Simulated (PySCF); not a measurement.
# `CC[P@@H](=O)CCP`, C4H12OP2

Cartesian coordinates in Å; atom numbers follow the order of the lines, from 1:
```xyz
19

C    -2.346    0.480   -1.206
C    -2.079    0.476    0.290
P    -0.305    0.547    0.742
O    -0.075    0.612    2.185
C     0.494   -0.895   -0.066
C     1.905   -0.994    0.490
P     2.754    0.640    0.247
H    -1.971   -0.429   -1.670
H    -1.860    1.333   -1.675
H    -3.415    0.545   -1.400
H    -2.494   -0.415    0.771
H    -2.536    1.344    0.776
H     0.146    1.653    0.022
H     0.502   -0.769   -1.150
H    -0.094   -1.785    0.184
H     2.470   -1.811    0.032
H     1.849   -1.164    1.570
H     3.025    0.449   -1.111
H     4.020    0.192    0.620
```

Method used: PySCF 2.14.0, GIAO wB97X-D/pcSseg-1 magnetisability, rotational g tensor and spin-rotation constants, non-relativistic, gas phase. Geometry: GFN2-xTB.

(1) Give the nuclear spin-rotation constants along the inertial axes (H = +C I·J) beside the isotropic shieldings.

(2) How do the rotational constants and the g tensor change when H8, H9, H10, H11, H12, H13, H14, H15, H16, H17, H18, H19 are replaced by deuterium?

## Answers

(1) Rotational constants 3.0808, 0.9843, 0.8944 GHz. A star marks the isotopologue with that one atom substituted, in its own axes.
```
atom  isotope  Caa (kHz)  Cbb (kHz)  Ccc (kHz)  mean (kHz)  σ (ppm)
  P3      31P      5.223      1.212      1.624       2.686    319.3
  P7      31P      3.713      1.149      0.906       1.923    504.1
  H8       1H     -0.296     -0.054     -0.058      -0.136     31.3
  H9       1H     -0.292     -0.108     -0.008      -0.136     31.1
 H10       1H      0.075     -0.113     -0.100      -0.046     30.6
 H11       1H     -0.256     -0.121      0.006      -0.124     30.2
 H12       1H     -0.195     -0.059     -0.063      -0.105     29.9
 H13       1H     -0.218     -0.084      0.059      -0.081     24.2
 H14       1H     -0.377      0.012     -0.091      -0.152     30.7
 H15       1H     -0.295     -0.115      0.012      -0.133     30.1
 H16       1H     -0.208     -0.047     -0.060      -0.105     29.5
 H17       1H     -0.310     -0.009     -0.069      -0.129     29.7
 H18       1H     -0.325      0.028     -0.099      -0.132     29.6
 H19       1H      0.089     -0.108     -0.087      -0.035     29.0
  C1     13C*      0.395      0.118      0.109       0.207    180.1
  C2     13C*      0.449      0.150      0.148       0.249    159.9
  O4     17O*     -0.232     -0.190     -0.046      -0.156    268.0
  C5     13C*      0.500      0.154      0.141       0.265    157.5
  C6     13C*      0.411      0.121      0.118       0.217    176.6
```
For the geometry as given, no vibrational averaging.

(2) Constants 2.5753, 0.8409, 0.7733 GHz; g -0.0265, -0.0027, -0.0059, against -0.0310, -0.0031, -0.0066 before.
